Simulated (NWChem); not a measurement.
System meant: CAuO, doublet; SMILES [Au]<-[C-]#[O+]

Here is an NWChem input.

```
start job
memory heap 200 mb stack 900 mb global 1100 mb
geometry units angstroms noautoz
  Au     0.028996    -0.416998     0.000000
  O     -0.191789     2.559252     0.000000
  C      0.386033     1.574044     0.000000
end
basis spherical
  Au library def2-svp
  O library def2-svp
  C library def2-svp
end
dft
  odft
  mult 2
  xc pbe0
  iterations 150
  mulliken
end
task dft energy
```

End of the output:

```
          Convergence Information
          -----------------------
          Convergence aids based upon iterative change in
          total energy or number of iterations.
          Levelshifting, if invoked, occurs when the
          HOMO/LUMO gap drops below (HL_TOL):  1.00D-02
          DIIS, if invoked, will attempt to extrapolate
          using up to (NFOCK): 10 stored Fock matrices.

                    Damping( 0%)  Levelshifting(0.5)       DIIS
                  --------------- ------------------- ---------------
          dE  on:    start            ASAP                start
          dE off:    2 iters        150 iters           150 iters

      Screening Tolerance Information
      -------------------------------
          Density screening/tol_rho:  1.00D-10
          AO Gaussian exp screening on grid/accAOfunc:  14
          CD Gaussian exp screening on grid/accCDfunc:  20
          XC Gaussian exp screening on grid/accXCfunc:  20
          Schwarz screening/accCoul:  1.00D-08

      Superposition of Atomic Density Guess
      -------------------------------------

      charge =      79.0 Au (Gold)

      symmetry species            s     p     d     f
      number of basis functions = 7     6     5     1
      number of cont. functions = 6     3     2     1
      number of closed shells   = 6     4     2     1
      number of open shells     = 0     0     1     0
      open shell occupation     = 0     0     9     0
 ------------------------------------------------------------------------
 atomscf:atomd: error in atom scf                   0
 ------------------------------------------------------------------------
 ------------------------------------------------------------------------
  current input line :
    20: task dft energy
 ------------------------------------------------------------------------
 ------------------------------------------------------------------------
 This error has not yet been assigned to a category
 ------------------------------------------------------------------------
 For more information see the NWChem manual at https://nwchemgit.github.io

0:atomscf:atomd: error in atom scf:Received an Error in Communication
```

### Question
What is wrong, and how is it mended?

### Answer
The program stopped with an error. Cause: the def2 basis of a heavy element holds valence functions alone and wants its effective core potential (without it all electrons must fit into that basis). This input runs:
```
start job
memory heap 200 mb stack 900 mb global 1100 mb
geometry units angstroms noautoz
  Au     0.028996    -0.416998     0.000000
  O     -0.191789     2.559252     0.000000
  C      0.386033     1.574044     0.000000
end
basis spherical
  Au library def2-svp
  O library def2-svp
  C library def2-svp
end
ecp
  Au library def2-ecp
end
dft
  odft
  mult 2
  xc pbe0
  iterations 150
  mulliken
end
task dft energy
```
It converges to -248.81345 Ha (PBE0/def2-SVP with def2 effective core potentials on Au, spin-unrestricted).
